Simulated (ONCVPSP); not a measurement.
LDA (Perdew-Wang 92) ONCV dataset for Nb, scalar-relativistic all-electron reference.

Nb (Z = 41), optimised norm-conserving Vanderbilt (ONCV), made with ONCVPSP 4.0.1 (LDA (Perdew-Wang 92), scalar-relativistic). Core [Ar] 3d10, reference 4s2 4p6 4d4 5s1. Waves: 4s+5s: rc 2.20 bohr, ncon 3, nbas 6, qcut 5.6 1/bohr, 2 projectors; 4p: rc 1.95 bohr, ncon 4, nbas 7, qcut 6.3 1/bohr, 2 projectors, debl 2.4 Ha; 4d: rc 2.05 bohr, ncon 4, nbas 9, qcut 8 1/bohr, 2 projectors, debl 1.9 Ha. Local part: polynomial inside 1.70 bohr (lpopt 5, dvloc0 3 Ha). Core correction: polynomial model core, fcfact 0.45.

All-electron outer shells of the reference configuration (LDA (PZ), scalar-relativistic, ld1.x):

```
shell  level (eV)  outermost node (bohr)  outermost maximum (bohr)
   3d     -196.60                      –                      0.33
   4s      -58.46                   0.53                      1.02
   4p      -34.61                   0.54                      1.12
   5s       -4.20                   1.40                      3.04
   4d       -3.21                   0.55                      1.51
```

Q: Does the generator finish with these settings?

A: Yes, a potential is produced and its reference levels are reproduced.

Q: Estimate the cutoffs (Ha) at which the residual kinetic energy of the hardest occupied pseudo-wave falls to 1 and 0.1 mHa per electron.

A: 17 Ha and 22 Ha.

Q: What does a ghost test show?

A: No bound ghost flagged; no localised positive-energy state flagged.

Q: Which valence shell sets the plane-wave cutoff?

A: 4d: 17 Ha for 1 mHa per electron, against 11 Ha for 4p.

Its largest configuration-test error is -3.0 meV (4s2 4p6 4d4 5s0). 1 of 4 tests not solved or not reliable.
